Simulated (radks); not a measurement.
Spin polarisation of the 4d2 shell in neutral zirconium. Start: [Kr] 4d(up 1, down 1) 5s2; electrons of 4d are moved from spin down to spin up, other shells keep equal spins. Calculated with a radial shooting solver on a logarithmic mesh with Libxc functionals: scalar-relativistic Kohn-Sham, PBE, spin-polarised, spherical densities, point nucleus.

| moment (Bohr magnetons) | E - E(0) (eV) | e(4d up) (eV) | e(4d down) (eV) | 5s down minus up (eV) | 4p down minus up (eV) | 4s down minus up (eV) |
|---|---|---|---|---|---|---|
| 0 | 0.000 | -3.599 | -3.599 | 0.000 | 0.000 | 0.000 |
| 0.5 | -0.036 | -3.738 | -3.446 | 0.162 | 0.277 | 0.238 |
| 1 | -0.146 | -3.861 | -3.278 | 0.325 | 0.555 | 0.476 |
| 1.5 | -0.328 | -3.968 | -3.095 | 0.489 | 0.831 | 0.713 |
| 2 | -0.582 | -4.058 | -2.898 | 0.652 | 1.106 | 0.948 |

At moment 2 the spin-polarisation energy is -0.582 eV and the 4d exchange splitting 1.160 eV, that is 0.580 eV per Bohr magneton; E = -I m^2/4 would give I = 0.582 eV.
